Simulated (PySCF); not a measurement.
SMILES [SiH3]Cc1ccco1 (C₅H₈OSi), GFN2-xTB optimised geometry.

```
15

Si    -2.33    -1.73    -1.77
C     -1.50    -1.65    -0.05
C     -0.51    -0.55     0.00
C      0.86    -0.55     0.00
C      1.26     0.81     0.00
C      0.11     1.53    -0.01
O     -0.97     0.72    -0.01
H     -3.03    -0.47    -2.02
H     -3.27    -2.84    -1.77
H     -1.29    -1.94    -2.78
H     -0.99    -2.59     0.18
H     -2.26    -1.49     0.71
H      1.50    -1.41     0.01
H      2.26     1.19     0.01
H     -0.08     2.59     0.00
```

Density from CAM-B3LYP/def2-TZVP run with PySCF at that geometry.

Minimum of the electron density along straight lines between bonded atoms, close to the bond critical point (lines longer than 1.1 times the sum of covalent radii, or with two minima, are not listed):

```tsv
bond	length / Å	ρ at the minimum / e bohr⁻³	∇²ρ there / e bohr⁻⁵	position (fraction from the first atom)
Si1–C2	1.914	0.115	0.13	0.39
C2–C3	1.480	0.269	(withheld)	0.48
C3–C4	1.364	0.337	-1.00	0.52
C4–C5	1.418	0.300	(withheld)	0.50
C5–C6	1.357	0.341	-1.02	0.48
C3–O7	1.351	0.294	-0.35	0.34
C6–O7	1.348	0.294	(withheld)	0.33
Si1–H8	1.461	0.127	0.18	0.49
Si1–H9	1.464	0.125	0.17	0.49
Si1–H10	1.463	0.126	0.17	0.49
C2–H11	1.089	0.277	-0.94	0.64
C2–H12	1.091	0.275	-0.93	0.64
C4–H13	1.071	0.291	-1.06	0.65
C5–H14	1.071	0.292	-1.07	0.65
C6–H15	1.072	0.296	-1.11	0.66
```

Q: What belongs in the gaps?

A: 
- C2–C3, ∇²ρ there / e bohr⁻⁵: -0.73
- C4–C5, ∇²ρ there / e bohr⁻⁵: -0.84
- C6–O7, ∇²ρ there / e bohr⁻⁵: -0.29
